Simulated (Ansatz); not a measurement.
System: C$_{5}$H$_{10}$Cl, net charge 0, doublet state. It need not be the lowest isomer of its formula. 
Structure (B3LYP-D3(BJ)/def2-TZVP (Ansatz, a first-principles code) minimum search):
```
C
H 1 1.0936
H 1 1.0953 2 106.69
C 1 1.5192 2 108.93 3 -115.23
H 4 1.0898 1 110.20 2 -173.70
C 4 1.5158 5 110.46 1 125.89
H 6 1.0890 4 111.21 5 56.72
H 6 1.0907 7 108.47 4 -121.98
H 6 1.0930 7 108.51 8 -117.58
C 1 1.5283 2 109.91 3 118.14
H 10 1.0966 1 109.65 2 179.81
H 10 1.1002 11 105.01 1 116.27
C 10 1.4837 11 110.05 12 118.56
H 13 1.0809 10 120.87 11 -37.37
H 13 1.0822 14 117.80 10 171.08
Cl 4 1.8305 5 103.77 1 -117.74
```
Charge 0, spin multiplicity 2.

Basis-set convergence of Hartree-Fock and CCSD(T) correlation energies (hartree) with Ansatz. Correlated levels leave the core frozen unless marked. Open shells are spin-unrestricted. No spin-orbit coupling. No relativistic terms.

```tsv
basis	functions	E(HF)	E(corr, CCSD(T))
cc-pV(D+d)Z	143	-654.64411	-0.93636
cc-pV(T+d)Z	329	…	…
```

Problem. Complete the blanks.

Solution. 
- cc-pV(T+d)Z, E(HF): -654.71279
- cc-pV(T+d)Z, E(corr, CCSD(T)): -1.15004
